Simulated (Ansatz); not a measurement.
Computed with Ansatz on PBE0-D4/def2-TZVP structures; ΔE is electronic, products minus reactants. CCSD(T)/CBS is the MP2 limit (def2-TZVPP, def2-QZVPP) plus CCSD(T) − MP2 in def2-TZVPP, frozen cores. This one scheme is used for every species. Functionals use def2-TZVPP. B3LYP here is the variant with VWN-RPA as its local correlation; programs differ in this. def2 core potentials past Kr. For Ge, Sn outer-core shells are correlated without core-valence functions, which leaves a few kJ/mol of doubt a bond. Scalar relativity is left out up to krypton.

Reaction (formal exchange of groups at a C–F bond): `F[CH]1[O][GeH2]1` + `[SnH4]` → `[SnH3][CH]1[O][GeH2]1` + H–F

**Question.** Is it downhill or uphill in electronic energy at CCSD(T)/CBS, and by how much? (An estimate is asked.)

**Answer.** The calculation gave: Downhill: ΔE = -0.52 eV.

**Question.** What do these levels give: B2PLYP, PBE, B3LYP, CCSD/def2-TZVPP, SCS-MP2/def2-QZVPP, MP2/CBS(def2)? (Best estimate.)

**Answer.** Computed: B2PLYP -0.27, PBE -0.13, B3LYP -0.11, CCSD/def2-TZVPP -0.37, SCS-MP2/def2-QZVPP -0.53, MP2/CBS(def2) -0.69 eV.

Largest T1 diagnostic among the species: 0.015.

From PBE to PBE0 (25 % exact exchange), in def2-TZVPP and without D4, ΔE moves by −0.06 eV. The D4 term adds −0.11 eV with B3LYP and −0.06 eV with PBE0; it sums over pairs of atoms, weighted by their polarisabilities, and B3LYP, whose exchange is more repulsive, gets the larger term.
